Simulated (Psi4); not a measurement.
Approach curve of the dimer C2H6O ··· C3H6 (SMILES COC and C1CC1), singlet. Monomers: optimised at B3LYP-D3(BJ) (def2-TZVP), held rigid. Orientation: lowest of the rigid-body minima from ten starts at GFN2-xTB. R is the distance of the centres of mass, along which the second monomer moves.

Level of theory: SAPT0/jun-cc-pVDZ, frozen core (Psi4).

Components in kcal/mol:

| R / Å | electrostatics | exchange | induction | dispersion | total |
|---|---|---|---|---|---|
| 3.31 | -9.11 | 21.05 | -3.02 | -5.64 | 3.29 |
| 3.51 | -5.00 | 10.77 | -1.64 | -3.91 | 0.23 |
| 3.71 | -2.79 | 5.45 | -0.90 | -2.76 | -1.01 |
| 3.91 | -1.60 | 2.74 | -0.51 | -1.98 | -1.36 |
| 4.08 | -1.02 | 1.52 | -0.32 | -1.52 | -1.34 |
| 4.28 | -0.63 | 0.76 | -0.19 | -1.12 | -1.18 |
| 4.60 | -0.32 | 0.24 | -0.09 | -0.71 | -0.88 |
| 4.89 | -0.19 | 0.09 | -0.05 | -0.48 | -0.64 |
| 5.37 | -0.10 | 0.02 | -0.02 | -0.27 | -0.38 |
| 6.10 | -0.05 | 0.00 | -0.01 | -0.12 | -0.17 |
| 7.08 | -0.02 | 0.00 | 0.00 | -0.05 | -0.07 |
| 8.39 | -0.01 | 0.00 | 0.00 | -0.02 | -0.03 |
